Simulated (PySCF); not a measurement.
## Removal energies of Mg²⁺ from EOM-IP-GCCSD

Reference: closed-shell Mg²⁺, [Ne]; one electron is removed. Calculated with PySCF 2.14, two-component X2C-1e with screened spin-orbit coupling, an uncontracted even-tempered set (20 s from 0.015 bohr⁻², ratio 2.6; 14 p from 0.019 bohr⁻², ratio 2.6; 8 d from 0.02 bohr⁻², ratio 2.8; 3 f from 4.2 bohr⁻², ratio 2.8); frozen 1s2; the 50 highest virtual spinors dropped; of the others 50 kept and the rest restored at second order. No Breit or QED terms. Binding energies in eV.

```json
{"level": "2s1/2", "Koopmans": "122.34", "second order": "117.76", "EOM-CCSD": "118.33"}
{"level": "2p1/2", "Koopmans": "82.002", "second order": "79.307", "EOM-CCSD": "80.025"}
{"level": "2p3/2", "Koopmans": "81.679", "second order": "79.013", "EOM-CCSD": "79.725"}
```

For comparison, the ionisation energy of Mg²⁺ is 80.144 eV (measured; NIST Atomic Spectra Database, ionization energies).

The screened spin-orbit operator tends to give fine-structure splittings of light species too large.
